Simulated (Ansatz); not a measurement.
A series at Si: from `[AlH2][SiH3]`, ligands are replaced one by one, each step taking up H–F and setting free H₂; n counts the steps. Ansatz, PBE0-D4/def2-TZVP geometries.

CBS adds triple-zeta CCSD(T) − MP2 to the MP2 limit, frozen cores; atoms without spin–orbit coupling. 

```csv
n,molecule,"atomization energy, CCSD(T)/CBS (kJ/mol)"
0,`[AlH2][SiH3]`,1786.9
1,`F[SiH2][AlH2]`,2014.9
2,`F[SiH](F)[AlH2]`,?
3,`F[Si](F)(F)[AlH2]`,2556.7
```

By hand: fit a straight line y = ȳ + b (n − n̄) to the 3 given rows and predict n = 2.

n̄ = 1.333, ȳ = 2119.50; Σ(n − n̄)(y − ȳ) = 1207.00, Σ(n − n̄)² = 4.667, so b = 258.62 kJ/mol a step. Prediction: 2119.50 + (258.62) × (0.667) = 2292.0 kJ/mol.

By hand: compare with the computed value, 2275.0 kJ/mol, and give the steps along the whole series.

The line misses by -17.0 kJ/mol (computed minus predicted). Steps: 228.0, 260.1, 281.7 kJ/mol.

The steps grow at each stage, from 228.0 to 281.7 kJ/mol, so the series is curved. The miss is 2.2 % of the series' range. The energies themselves are unsure by some kJ/mol a bond, though much of that is common to the series.
